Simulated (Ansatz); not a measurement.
`O[Si](O)(Cl)C[SiH2]Cl` → `[CH2][SiH2]Cl`• + `O[Si](O)Cl`•  (homolysis of the C–Si bond)

Program: Ansatz. Geometries: PBE0-D4/def2-TZVP. ΔE: electronic, gas phase. CCSD(T)/CBS adds triple-zeta CCSD(T) − MP2 to the extrapolated MP2 energy (def2 sets, frozen cores). DFT in def2-TZVPP. No spin–orbit coupling; open shells (•) take unrestricted orbitals. Each species was taken in one conformer, which may not be the lowest.

```
             level  ΔE (kJ/mol)
         r2SCAN-D4        390.4
               PBE        384.2
            r2SCAN        385.2
              PBE0        393.8
   CCSD/def2-TZVPP        408.5
CCSD(T)/def2-TZVPP        419.0
     MP2/CBS(def2)        443.8
    CCSD/CBS(def2)        416.5
```

What does CCSD(T)/CBS give? (An estimate is asked.)

Ansatz gave: +427.0 kJ/mol. The listed levels differ from it by -36.6, -42.8, -41.8, -33.2, -18.5, -8.0, 16.8, -10.5 kJ/mol.

Largest T1 diagnostic among the species: 0.014.

In def2-TZVPP, CCSD(T) changes the Hartree–Fock value by +119.1 kJ/mol (the triples alone add +10.5 kJ/mol) and MP2 by +135.9 kJ/mol; breaking electron pairs costs correlation energy, which Hartree–Fock lacks. From PBE to PBE0 (25 % exact exchange), in def2-TZVPP and without D4, ΔE moves by +9.7 kJ/mol.
